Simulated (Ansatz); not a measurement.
System: ScF3, charge 1, multiplicity 2. The spin state was set by rule; other spins were not relaxed. 
Coordinates optimised at B3LYP-D3(BJ)/def2-TZVP (Ansatz, a first-principles code):
```
Sc
F 1 1.7622
F 1 1.9393 2 116.79
F 1 1.9393 2 116.79 3 -71.26
```
Charge +1, spin multiplicity 2.

Total electronic energies in hartree. Correlated levels leave the core frozen unless marked. Open shells are spin-unrestricted. Spin-orbit coupling is left out. The frozen core is the preceding noble-gas configuration, with the filled d and f shells of earlier blocks. No relativistic terms.  The program attaches cautions to a run behind CCSD/6-31G: other roots. The program attaches cautions to a run behind CCSD/6-31G*: other roots. The program attaches cautions to a run behind CCSD/def2-TZVPP: other roots. The program attaches cautions to a run behind CCSD(T)/6-31G: other roots.

The Hartree-Fock reference is unstable (checked in the largest basis), which strains HF and MP2. 

```
level                               program  energy (Eh)
---------------------------  --------------  -----------
HF/def2-TZVPPD                       Ansatz  -1058.02924
RI-HF/def2-QZVPP                     Ansatz  -1058.05522
SVWN5/def2-TZVPD                     Ansatz  -1056.35342
revPBE-D3(BJ)/def2-TZVPD     Ansatz + dftd3  -1059.98365
revPBE-D4/def2-TZVPD         Ansatz + dftd4  -1059.98455
r2SCAN-D4/def2-TZVPD         Ansatz + dftd4  -1060.02404
B3LYP-D4/def2-TZVPD          Ansatz + dftd4  -1060.18346
B3LYP/def2-TZVPD                     Ansatz  -1060.18084
PBE0-D4/def2-TZVPD           Ansatz + dftd4  -1059.68868
BHLYP-D4/def2-TZVPD          Ansatz + dftd4  -1060.03328
r2SCANh-D4/def2-TZVPD        Ansatz + dftd4  -1059.99332
HSE06-D3(BJ)/def2-TZVPD      Ansatz + dftd3  -1059.66858
CAM-B3LYP/def2-TZVPD                 Ansatz  -1060.12344
LC-wPBE-D3(BJ)/def2-TZVPD    Ansatz + dftd3          [?]
wB97M-V/def2-TZVPD                   Ansatz  -1060.04393
wB97X-V/def2-TZVPD                   Ansatz  -1059.94755
B2GP-PLYP-D3(BJ)/def2-TZVPD  Ansatz + dftd3  -1059.65109
B2GP-PLYP-D4/def2-TZVPD      Ansatz + dftd4  -1059.65006
CCSD/6-31G                           Ansatz  -1058.20355
CCSD/6-31G*                          Ansatz          [?]
CCSD/def2-TZVPP                      Ansatz  -1058.83421
CCSD(T)/6-31G                        Ansatz  -1058.21595
```

Task: Complete the blanks.

Result: 
- LC-wPBE-D3(BJ)/def2-TZVPD, energy (Eh): -1059.82545
- CCSD/6-31G*, energy (Eh): -1058.41618
